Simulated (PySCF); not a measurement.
**Multinuclear NMR of H$_{6}$O$_{3}$Si$_{2}$**

Molfile (atoms numbered from 1):
```
H6O3Si2
     RDKit          3D

 11 10  0  0  0  0  0  0  0  0999 V2000
    1.4624    1.8112   -0.1184 O   0  0  0  0  0  0  0  0  0  0  0  0
    1.0444    0.2487   -0.2801 Si  0  0  0  0  0  4  0  0  0  0  0  0
    1.7649   -0.5656    0.9151 O   0  0  0  0  0  0  0  0  0  0  0  0
   -0.5578    0.0945   -0.1414 O   0  0  0  0  0  0  0  0  0  0  0  0
   -1.8994   -0.7411    0.2056 Si  0  0  0  0  0  4  0  0  0  0  0  0
    0.9898    2.4771   -0.6077 H   0  0  0  0  0  0  0  0  0  0  0  0
    1.4238   -0.2788   -1.5791 H   0  0  0  0  0  0  0  0  0  0  0  0
    2.5655   -0.2166    1.2959 H   0  0  0  0  0  0  0  0  0  0  0  0
   -2.2280   -1.5315   -0.9817 H   0  0  0  0  0  0  0  0  0  0  0  0
   -2.8886    0.3035    0.4701 H   0  0  0  0  0  0  0  0  0  0  0  0
   -1.6716   -1.5987    1.3656 H   0  0  0  0  0  0  0  0  0  0  0  0
  1  2  1  0
  2  3  1  0
  2  4  1  0
  4  5  1  0
  1  6  1  0
  2  7  1  0
  3  8  1  0
  5  9  1  0
  5 10  1  0
  5 11  1  0
M  END
```

PySCF 2.14 calculation with shieldings: GIAO PBE0/pcSseg-1 and coordinates at the GFN2-xTB level; fast rotation and ring inversion assumed for equivalent nuclei, in vacuum, non-relativistic, one conformer.

(1) Predict the ²⁹Si NMR data.

(2) Where does ¹⁷O resonate?

## Answers

(1) 
```csv
atoms,environment,σ (ppm),δ (ppm)
Si5,"silicon bonded to O, 3 H",394.4,-44.2
Si2,"silicon bonded to 3 O, H",413.0,-59.5
```

Shieldings were converted by a linear fit to measured shifts: ²⁹Si: δ = 279.94 − 0.822σ (rms 8.9 ppm, 72 shifts, 25.8 ppm with the 6 outliers that the fit left out vs TMS, solution or neat liquid). Occasional misses reach two or three times the rms, and more in compound classes unlike the fitted ones.

On a 600 MHz spectrometer ²⁹Si resonates near 119.2 MHz, so 1 ppm is 119.2 Hz.

(2) 
```tsv
atoms	environment	σ (ppm)	δ (ppm)
O4	oxygen bonded to 2 Si	283.2	8.8
O1/O3	oxygen bonded to Si, H	283.6	8.3
```

Shieldings were converted by a linear fit to measured shifts: ¹⁷O (scatter 10.7 ppm rms, 12.2 ppm with the 3 outliers that the fit left out vs liquid water, solution or neat liquid). Occasional misses reach two or three times the rms, and more in compound classes unlike the fitted ones.

On a 500 MHz spectrometer ¹⁷O resonates near 67.8 MHz, so 1 ppm is 67.8 Hz.
